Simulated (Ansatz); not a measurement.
This geometry of AlH3O3 + H2 (9 atoms, charge 0, multiplicity 1) is a first-order saddle point.

The calculation used RKS PBE0-D4/def2-SVP in Ansatz 0.2.0.

```xyz
9
Properties=species:S:1:pos:R:3
Al -0.095 -0.190 0.220
O 0.820 0.759 -1.075
O 0.777 -0.950 1.463
O -1.424 -0.965 -0.507
H 0.133 1.501 -0.360
H -0.457 1.524 0.522
H 0.535 0.694 -1.996
H 1.580 -0.641 1.881
H -1.869 -1.732 -0.148
```

Question: Which two structures does it join? (They come from a converged band through this point; their orientation in space is the band's.)

Answer: Bonds broken: H5–H6. Bonds formed: Al1–H6, O2–H5. AlH3O3 + H2 becomes AlH5O3.

Initial state:

```xyz
9
Properties=species:S:1:pos:R:3
Al 0.126 -0.394 -0.089
O 1.112 0.395 -1.235
O 0.742 -0.796 1.442
O -1.404 -0.965 -0.555
H -0.328 1.816 0.154
H -0.792 1.601 0.724
H 0.847 0.499 -2.151
H 1.641 -0.617 1.719
H -1.944 -1.538 -0.009
```

Final state:

```xyz
9
Properties=species:S:1:pos:R:3
Al -0.158 0.036 0.535
O 0.652 0.820 -1.114
O 0.965 -1.003 1.311
O -1.176 -0.771 -0.638
H 0.418 1.743 -1.277
H -0.683 1.348 1.269
H 0.047 0.263 -1.658
H 1.442 -0.772 2.108
H -1.507 -1.664 -0.537
```

Question: How far does it lie above each of them?

Answer: 18.2 kcal/mol above the first and 17.5 kcal/mol above the second. This is the barrier of this one path; another mechanism may lie lower. The orbitals stay closed-shell, which can raise the energy where a bond breaks towards radicals; this wasn't checked here.

The run took 2.7 min on 2 threads of Arm Neoverse V2 (shared host), peak memory 0.17 GiB.
